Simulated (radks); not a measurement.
Question: Coherent X-ray form factor from a spherical all-electron density. Method: Dirac Kohn-Sham, PBE, spin-unpolarised, spherical densities, finite nucleus; Fermi nuclear charge, rms radius of each element as measured or else 0.836 A^(1/3) + 0.57 fm; computed with a radial shooting solver on a logarithmic mesh with Libxc functionals.

| sin(theta)/lambda (1/angstrom) | f0 (electrons) |
|---|---|
| 0.05 | 63.665 |
| 0.1 | 62.684 |
| 0.15 | 61.124 |
| 0.2 | 59.087 |
| 0.25 | 56.691 |
| 0.3 | 54.062 |
| 0.4 | 48.544 |
| 0.5 | 43.213 |
| 0.6 | 38.412 |
| 0.8 | 30.644 |
| 1 | 25.000 |
| 1.25 | 20.243 |
| 1.5 | 17.262 |
| 2 | 13.671 |

The species is in the configuration that NIST lists as its ground one. Which atom or ion scatters so?

Answer: The tantalum ion Ta9+, [Kr] 4d10 4f13 5s2 5p3. Extrapolating in s^2 from the first two rows gives f0(0) = 64.0, near the electron count 64; among species with that count, the fall with angle is slower the higher Z, and the table is that of Z = 73; from so few rows the species is fixed only to a neighbour or two.
